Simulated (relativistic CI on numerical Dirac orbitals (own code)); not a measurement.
**Ni2+ in a cubic cluster: L2,3 absorption with charge transfer**

Computed with a charge-transfer multiplet model of a cubic metal-ligand cluster with up to 2 ligand holes, Slater and spin-orbit integrals from Dirac-Coulomb-Breit ions, Slater integrals scaled by 0.7. The ground state mixes d8 with configurations of k ligand holes L, whose averages lie at kΔ + k(k − 1)U_dd/2; a core hole lowers each added d electron by U_cd. 300 K, Lorentzian 0.4 eV and Gaussian 0.3 eV FWHM.

Atomic integrals in eV (Slater integrals scaled, ζ unscaled), ground: F2dd 8.519, F4dd 5.287, zeta_d 0.080; with the core hole: F2dd 8.519, F4dd 5.287, zeta_d 0.103, zeta_core 11.413, F2cd 5.424, G1cd 4.090, G3cd 2.325.

Cluster parameters (eV): Δ = 4.3, U_dd = 8.1, U_cd = 9.6, 10Dq = 0.8, 10Dq(ligand) = 1.2, final-state hopping factor = 1.

```
                              Case   n_d    d8   d9L  d10L2     S
V(eg) = 1.35 eV, V(t2g) = -0.71 eV  8.11  0.89  0.10   0.00  1.00
V(eg) = 1.65 eV, V(t2g) = -0.87 eV  8.14  0.86  0.14   0.00  1.00
V(eg) = 1.95 eV, V(t2g) = -1.02 eV  8.18  0.82  0.17   0.00  1.00
V(eg) = 2.25 eV, V(t2g) = -1.18 eV  8.22  0.79  0.21   0.01  1.00
V(eg) = 2.85 eV, V(t2g) = -1.49 eV  8.28  0.73  0.26   0.01  1.00
```

Weights, n_d and S are thermal averages at 300 K. Photon energies count from the first peak over 30 % of the highest in each spectrum, which can be another peak from case to case. The parameters are a model scan and need not match a compound or its usual spin state. Peaks in eV (height, largest 100):
- V(eg) = 1.35 eV, V(t2g) = -0.71 eV: 0.0 (100), 1.6 (23), 17.3 (23), 18.1 (24)
- V(eg) = 1.65 eV, V(t2g) = -0.87 eV: 0.0 (100), 1.5 (22), 17.3 (24), 18.1 (24)
- V(eg) = 1.95 eV, V(t2g) = -1.02 eV: 0.0 (100), 1.4 (20), 17.2 (24), 18.0 (24)
- V(eg) = 2.25 eV, V(t2g) = -1.18 eV: 0.0 (100), 1.3 (19), 17.2 (25), 17.9 (23)
- V(eg) = 2.85 eV, V(t2g) = -1.49 eV: 0.0 (100), 1.2 (18), 17.2 (25), 17.9 (24)

Curve for V(eg) = 1.65 eV, V(t2g) = -0.87 eV (points under 2 left out, the grid thinned):

(E (eV), Intensity): (-1.6, 2.2), (-1.4, 2.8), (-1.2, 3.8), (-1.0, 5.4), (-0.8, 8.3), (-0.7, 10.8), (-0.5, 20.4), (-0.3, 45.1), (-0.1, 86.6), (0.1, 98.8), (0.3, 62.8), (0.5, 29.7), (0.7, 16.1), (0.9, 12.6), (1.0, 12.7), (1.2, 15.0), (1.4, 20.1), (1.6, 20.2), (1.8, 12.3), (2.0, 6.6), (2.2, 4.4), (2.4, 3.9), (2.6, 4.1), (2.7, 3.9), (2.9, 2.7), (4.4, 2.4), (4.6, 3.7), (4.8, 3.9), (5.0, 3.5), (5.2, 2.5), (16.5, 2.5), (16.6, 3.3), (16.8, 6.3), (17.0, 13.7), (17.2, 23.1), (17.4, 20.7), (17.6, 13.7), (17.8, 15.4), (18.0, 23.1), (18.2, 20.8), (18.3, 15.9), (18.5, 8.9), (18.7, 5.9), (18.9, 3.7), (19.1, 2.3)

For the case V(eg) = 2.25 eV, V(t2g) = -1.18 eV, Δ = 4.3 eV is smaller than U_dd = 8.1 eV, the charge-transfer side of the Zaanen-Sawatzky-Allen scheme. With the core hole the configuration with one ligand hole lies at Δ + U_dd − U_cd = 2.8 eV above the one without, against Δ in the ground state. The added d electron screens the hole, so the order of the configurations is kept and charge-transfer satellites are weaker than in photoemission.
